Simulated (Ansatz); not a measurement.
Species: TaH, charge 0, multiplicity 3. The spin state was set by rule; other spins were not relaxed. SMILES: [TaH]
Geometry: optimised at B3LYP-D3(BJ)/def2-TZVP (Ansatz, a program for electronic structure).

Quantity: atomisation energy (electronic, to ground-state atoms), in kJ/mol. Cores are frozen in the correlated levels unless marked. UHF or UKS for open shells. No spin-orbit coupling. The frozen core is the preceding noble-gas configuration, with the filled d and f shells of earlier blocks. In def2 rows, elements after Kr have scalar-relativistic effective core potentials. The coupled-cluster limit lacks core correlation, which all-electron functionals hold. CBS(X,Y): correlation extrapolated as X^-3; Hartree-Fock from the larger set. The bracket is a focal-point correction in the basis named.

```tsv
level	program	atomisation energy (kJ/mol)	minus last row
PBE-D3(BJ)/def2-TZVPD	Ansatz + dftd3	252.7	15.9
BLYP-D3(BJ)/def2-TZVPD	Ansatz + dftd3	251.7	14.9
r2SCAN/def2-TZVPD	Ansatz	258.1	21.3
B3LYP-D4/def2-TZVPD	Ansatz + dftd4	247.3	10.5
PBE0-D3(BJ)/def2-TZVPD	Ansatz + dftd3	240.1	3.3
PBE0-D4/def2-TZVP	Ansatz + dftd4	240.5	3.7
r2SCAN0/def2-TZVPD	Ansatz	242.8	6.0
CAM-B3LYP-D4/def2-TZVPD	Ansatz + dftd4	243.9	7.1
CAM-B3LYP/def2-TZVPD	Ansatz	242.2	5.4
LC-wPBE-D3(BJ)/def2-TZVPD	Ansatz + dftd3	241.6	4.8
LC-wPBE-D4/def2-TZVPD	Ansatz + dftd4	242.5	5.7
wB97M-V/def2-TZVPD	Ansatz	233.9	-2.9
RI-MP2/CBS(def2-TZVPPD,def2-QZVPPD)	Ansatz	193.3	-43.5
SCS-MP2/def2-SVP	Ansatz	184.4	-52.4
SCS-MP2/def2-TZVPPD	Ansatz	204.2	-32.6
SCS-MP2/def2-QZVPP	Ansatz	208.4	-28.4
CCSD/def2-TZVPPD	Ansatz	228.9	-7.9
CCSD/def2-QZVPPD	Ansatz	231.9	-4.9
CCSD(T)/def2-QZVPP	Ansatz	235.4	-1.4
RI-MP2/CBS(def2-TZVPPD,def2-QZVPPD)+[CCSD(T)-MP2]/def2-QZVPPD	Ansatz	236.9	0.1
CCSD(T)/CBS(def2-TZVPPD,def2-QZVPPD)	Ansatz	236.8	0.0
```

The UHF reference is spin-contaminated (<S^2> 0.53 over the pure value in the largest basis). The T1 diagnostic of CCSD in the largest basis is 0.132, which is high, so the coupled-cluster rows are less sure than usual.
